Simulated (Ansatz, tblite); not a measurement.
Series E3X8: gap (eV) at several levels, gas phase, relaxed structures; Ansatz, xTB through tblite. Core potentials for Sn in the def2 sets, no spin–orbit coupling. The structures are stationary points that may keep the symmetry of their start.

```csv
species,state,geometry,GFN2-xTB,PBE-D4/def2-SVP,PBE-D4/def2-TZVP,r2SCAN-D4/def2-TZVP,PBE0-D4/def2-SVP
Ge3F8,singlet,PBE-D4/def2-SVP,4.01,4.57,4.60,5.18,6.91
Sn3H8,singlet,PBE0-D4/def2-SVP,3.62,4.74,4.63,5.13,6.46
Sn3Cl8,singlet,r2SCAN-D4/def2-SVP,0.90,2.45,2.47,2.85,4.20
```

(1) Estimate the column for PBE0-D4/def2-TZVP.

(1) Ge3F8 6.91; Sn3H8 6.33; Sn3Cl8 4.22.

Over the 3 species that have every level, the mean is 2.84 at GFN2-xTB, 3.92 at PBE-D4/def2-SVP, 3.90 at PBE-D4/def2-TZVP, 4.39 at r2SCAN-D4/def2-TZVP, 5.86 at PBE0-D4/def2-SVP, 5.82 at PBE0-D4/def2-TZVP. Orbital gaps grow with the share of exact exchange and aren't one observable across functionals.
